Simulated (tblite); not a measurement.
Compound: C5H9OP.
Structure used (GFN2-xTB), in Å, numbered top down from 1:
```
atom  x, y, z in Å
O1    -0.095    1.766   -1.756
C2    -0.039    1.144   -0.726
C3    -1.270    0.710    0.037
C4    -1.392   -0.816    0.061
P5     0.046   -1.689    0.850
C6     1.388   -0.816   -0.091
C7     1.266    0.711   -0.100
H8    -1.205    1.089    1.060
H9    -2.152    1.141   -0.442
H10   -2.297   -1.107    0.601
H11   -1.485   -1.202   -0.959
H12    0.107   -0.845    1.970
H13    1.370   -1.200   -1.116
H14    2.347   -1.107    0.347
H15    1.312    1.089    0.924
H16    2.092    1.141   -0.672
```

Computed values, GFN2-xTB/tblite, gas phase, harmonic and unscaled. This tight-binding method is rough: wavenumbers can miss measured ones by several per cent, in bad cases by 10 to 20. Modes of hydrogen on phosphorus can be 10 to 20 % off. One conformer, not necessarily the lowest.

Harmonic wavenumbers (cm⁻¹): 77.1, 159.8, 218.1, 318.0, 347.3, 439.9, 491.3, 659.0, 667.1, 684.9, 732.7, 764.7, 825.2, 850.4, 904.1, 939.5, 1016.4, 1016.6, 1049.3, 1078.5, 1116.8, 1129.8, 1184.2, 1222.4, 1258.8, 1266.9, 1295.2, 1301.8, 1441.2, 1446.5, 1453.9, 1464.1, 1778.7, 2233.5, 2939.9, 2945.7, 2958.7, 2960.2, 2961.0, 2967.3, 2980.2, 2981.5.

A = 3764, B = 1817, C = 1370 MHz; mass 116.039 u (most abundant isotopes); point group Cs, symmetry number 1.

Task: Zero-point energy?

Result: Half the sum of the wavenumbers: 28264 cm⁻¹ = 80.81 kcal/mol.

Task: Entropy at 200 K, 1 bar (ideal gas, RRHO, classical rotation)?

Result: Translation 38.20, rotation 26.74, vibration 8.83: S = 73.8 cal/(mol K).

Task: And Cp and H(200 K) − H(0)?

Result: Cp = 20.23 cal/(mol K), of which vibrations give 12.28 (their classical limit is 42 R = 83.5); H(200 K) − H(0) = 2.65 kcal/mol without the zero-point energy, 1.06 from vibrations.

Task: How do the functions run with temperature in this model?

Result: 
```
T (K)  S (cal/(mol K))  Cp (cal/(mol K))  H − H(0) (kcal/mol)  G − H(0) (kcal/mol)  ln q(vib)
  100             62.6              13.0                 1.00                -5.26       0.57
  300             83.6              29.2                 5.11               -19.98       3.21
  500            102.7              45.9                12.71               -38.63       6.53
  800            128.0              61.8                29.09               -73.35      11.91
 1000            142.6              68.6                42.16              -100.44      15.43
```

q(vib) and H(0) count from the zero-point level.

Task: Which modes carry the vibrational entropy at 200 K?

Result: 77.1 cm⁻¹: 3.18; 159.8 cm⁻¹: 1.82; 218.1 cm⁻¹: 1.28; 318.0 cm⁻¹: 0.73; 347.3 cm⁻¹: 0.62; 439.9 cm⁻¹: 0.36 cal/(mol K); the other 36 give 0.84 together.

Hindered rotation and anharmonicity are outside this model. Other conformers, if any are populated, would add a mixing term that is left out.

Hardware: an Arm Neoverse V1 with one thread (shared host). The figure is for the frequency step alone.
